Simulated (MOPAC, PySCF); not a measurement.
Cl₃Ga, SMILES `[Cl][Ga]([Cl])[Cl]`, neutral singlet in the gas phase. 

Cartesian coordinates (Å):
```xyz
4

Cl    -1.1115    -1.7930    -0.0711
Ga     0.0001     0.0003     0.0000
Cl    -0.9983     1.8598     0.0386
Cl     2.1097    -0.0671     0.0325
```
Charge 0, multiplicity 1.

All levels are single points at this geometry (r2SCAN-D4/def2-TZVP); Pople sets use spherical d functions. Orbital energies aren't observables, and empty levels follow the basis.

AM1 in MOPAC gives HOMO (eV) = -12.53.

Q: Estimate the HOMO (eV) from each of these levels: PBE-D3(BJ)/def2-TZVP in PySCF; r2SCAN-D4/def2-TZVP in PySCF; B3LYP/3-21G in PySCF; B3LYP/LANL2DZ in PySCF; BP86/6-31G* in PySCF; PBE/6-31G* in PySCF; SVWN5/6-31G* in PySCF; PM3 in MOPAC.

A: 
```json
[
 {"level": "PBE-D3(BJ)/def2-TZVP in PySCF", "HOMO (eV)": "-8.01"},
 {"level": "r2SCAN-D4/def2-TZVP in PySCF", "HOMO (eV)": "-8.40"},
 {"level": "B3LYP/3-21G in PySCF", "HOMO (eV)": "-9.38"},
 {"level": "B3LYP/LANL2DZ in PySCF", "HOMO (eV)": "-9.46"},
 {"level": "BP86/6-31G* in PySCF", "HOMO (eV)": "-8.09"},
 {"level": "PBE/6-31G* in PySCF", "HOMO (eV)": "-7.99"},
 {"level": "SVWN5/6-31G* in PySCF", "HOMO (eV)": "-8.11"},
 {"level": "PM3 in MOPAC", "HOMO (eV)": "-11.46"}
]
```
